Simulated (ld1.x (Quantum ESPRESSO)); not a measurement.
## Plane-wave convergence, PAW potential for tellurium (Te)

```
Element                 : Te
Generator               : ld1.x (Quantum ESPRESSO) 7.5
Type                    : PAW
Functional              : PBEsol
Relativity              : scalar-relativistic
Frozen core             : [Kr] 4d10
Valence charge          : 6
Reference configuration : 5s2 5p4
Partial waves           : 5s (bound): rcut 1.40, rcutus 1.90 bohr; 5s channel at -0.55 Ry: rcut 1.40, rcutus 1.90 bohr; 5p (bound): rcut 1.85, rcutus 2.15 bohr; 5p channel at 3.35 Ry: rcut 1.85, rcutus 2.15 bohr
Local potential         : all-electron potential smoothed inside 1.60 bohr (lloc = -2)
Core correction         : Bessel-smoothed model core, default radius (core density twice the valence density)
Augmentation charge     : PSQ, inside the norm-conserving radii
```

The pseudo-atom Hamiltonian at the reference potential is diagonalised in spherical Bessel functions j_l(qr) that vanish at 20 bohr, with q² up to the cutoff. All-electron valence levels (Ry): 5s -1.1136, 5p -0.4386.

How do the lowest levels (Ry) of each channel move with the cutoff, and are there ghosts?

```
cutoff (Ry)     s #1     p #1     d #1    f #1    f #2  Σ f·Δε (mRy)
          8  -1.1092  -0.4382  -0.0124  0.1133  0.2382          10.8
         10  -1.1123  -0.4384  -0.0431  0.1133  0.2382           3.7
         12  -1.1132  -0.4384  -0.0689  0.1133  0.2382           1.8
         18  -1.1134  -0.4386  -0.1027  0.1133  0.2381           1.0
         21  -1.1135  -0.4386  -0.1071  0.1133  0.2381           0.5
         25  -1.1136  -0.4386  -0.1089  0.1133  0.2381           0.3
        400  -1.1137  -0.4386  -0.1098  0.1133  0.2381           0.0
```

Result: ghost state, extra bound levels that the all-electron valence spectrum of the same l lacks: d at -1.49 eV (a true bound ghost makes a file unfit for plane-wave use); 10 mRy is reached at 10 Ry and 1 mRy at 18 Ry.

Test run stopped at test 2 of 7 (negative rho).
